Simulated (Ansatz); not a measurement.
`F[Si@@H]1O[C@H]1[SiH3]` + `[OH][Ga]([F])[F]` → `[F][Ga]([F])[O][SiH3]` + `F[SiH]1CO1` at 600 K and 1 bar (ligand exchange at the Si–C bond).

Gas-phase electronic energies from Ansatz, PBE0-D4/def2-TZVP geometries. CCSD(T)/CBS adds triple-zeta CCSD(T) − MP2 to the extrapolated MP2 energy (def2 sets, frozen cores). For Ga outer-core shells are correlated without core-valence functions, which leaves a few kJ/mol of doubt a bond. Scalar relativity is left out up to krypton. One conformer a species, not always the lowest.

```csv
species,CCSD(T)/CBS energy (Eh),H − E (kJ/mol),S (J/(mol·K))
`F[Si@@H]1O[C@H]1[SiH3]`,-794.22484,211.8,435.5
`[OH][Ga]([F])[F]`,-2199.41346,88.9,372.0
`[F][Ga]([F])[O][SiH3]`,-2489.72997,149.4,474.8
`F[SiH]1CO1`,-503.94479,152.2,347.1
```

H − E and S are ideal-gas, rigid-rotor, harmonic terms from PBE0-D4/def2-TZVP, for one conformer and one mirror image of each species. 1 Eh = 2625.50 kJ/mol, R = 8.31446 J/(mol·K).

Question: By hand: ΔE, ΔH, ΔS and ΔG.

Answer: ΔE = (-2489.72997) + (-503.94479) − (-794.22484) − (-2199.41346) = -0.03646 Eh = -95.7 kJ/mol. Δ(H − E) = 149.4 + 152.2 − 211.8 − 88.9 = 0.9, so ΔH = -94.8 kJ/mol. ΔS = 474.8 + 347.1 − 435.5 − 372.0 = 14.4 J/(mol·K). ΔG = -94.8 − 600 × (14.4)/1000 = -103.4 kJ/mol.

Question: By hand: the equilibrium constant, and the temperature at which ΔG would vanish if ΔH and ΔS stayed fixed.

Answer: log₁₀ K = −ΔG/(RT ln 10) = 9.0. ΔH and −TΔS have one sign here, so there is no such temperature.

The number of gas molecules stays the same, so ΔS is small and ΔH decides. A doubt of 5 kJ/mol in ΔE shifts log₁₀ K by 0.4 here. Other conformers and mirror images would add mixing entropy, several J/(mol·K) or more a flexible species. Modes under 60 cm⁻¹, often nearly free rotors, make the harmonic entropy too high. These are equilibria of isolated gas molecules and say nothing of rates. Largest T1 diagnostic: 0.015 (customary marks: 0.02 for closed shells, 0.045 for open ones).
